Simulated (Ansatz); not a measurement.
`[SnH3][SnH3]` + `CN[SiH2]CCl` → `ClC[SiH2][SnH3]` + `C[NH][SnH3]`  (redistribution)

Gas-phase electronic energies from Ansatz, PBE0-D4/def2-TZVP geometries. CCSD(T)/CBS adds triple-zeta CCSD(T) − MP2 to the extrapolated MP2 energy (def2 sets, frozen cores). DFT in def2-TZVPP. def2 core potentials past Kr. For Sn outer-core shells are correlated without core-valence functions, which leaves a few kJ/mol of doubt a bond. One conformer a species, not always the lowest.

`[SnH3][SnH3]`:

```xyz
8

Sn    0.134   -1.255    0.567
Sn   -0.135    1.255   -0.567
H    -0.639   -2.435   -0.394
H     1.783   -1.676    0.710
H    -0.565   -1.289    2.124
H     0.654    2.432    0.385
H    -1.783    1.684   -0.694
H     0.549    1.284   -2.131
```

`CN[SiH2]CCl`:

Z-matrix (Å, degrees):
```
C
N 1 1.448
H 1 1.098 2 113.5
H 1 1.094 2 111.0 3 -121.9
H 1 1.093 2 109.5 3 120.2
Si 2 1.708 1 123.3 3 -85.9
H 2 1.008 1 113.5 3 66.1
C 6 1.890 2 114.9 1 66.0
H 6 1.483 2 108.1 1 -173.8
H 6 1.491 2 108.7 1 -52.2
Cl 8 1.789 6 109.4 2 57.7
H 8 1.091 6 112.3 2 -61.2
H 8 1.091 6 112.1 2 176.9
```

`ClC[SiH2][SnH3]`:

Cartesian coordinates in Å:
```
Cl -0.244 1.207 2.176
C -0.806 -0.371 1.556
Si -0.898 -0.309 -0.332
Sn 1.366 0.432 -1.274
H -1.779 -0.571 2.007
H -0.102 -1.128 1.902
H -1.266 -1.668 -0.821
H -1.973 0.641 -0.723
H 1.569 2.121 -1.176
H 2.626 -0.324 -0.402
H 1.508 -0.029 -2.913
```

`C[NH][SnH3]`:

Z-matrix (Å, degrees):
```
C
N 1 1.451
H 1 1.094 2 109.7
H 1 1.095 2 110.3 3 -117.1
H 1 1.101 2 115.2 3 121.0
Sn 2 2.028 1 118.3 3 -54.0
H 2 1.011 1 111.0 3 174.0
H 6 1.718 2 112.2 1 -55.0
H 6 1.705 2 106.4 1 -176.1
H 6 1.706 2 105.8 1 64.1
```

| level | ΔE (eV) |
| --- | --- |
| PBE-D4 | 1.04 |
| B2PLYP | 1.15 |

Q: What does CCSD(T)/CBS give? (Estimate.)

A: The calculation gave: +1.10 eV. The listed levels differ from it by -0.06, 0.05 eV.

Largest T1 diagnostic among the species: 0.013.

In def2-TZVPP, CCSD(T) changes the Hartree–Fock value by −0.19 eV (the triples alone add −0.04 eV) and MP2 by −0.15 eV. From PBE to PBE0 (25 % exact exchange), in def2-TZVPP and without D4, ΔE moves by +0.07 eV.
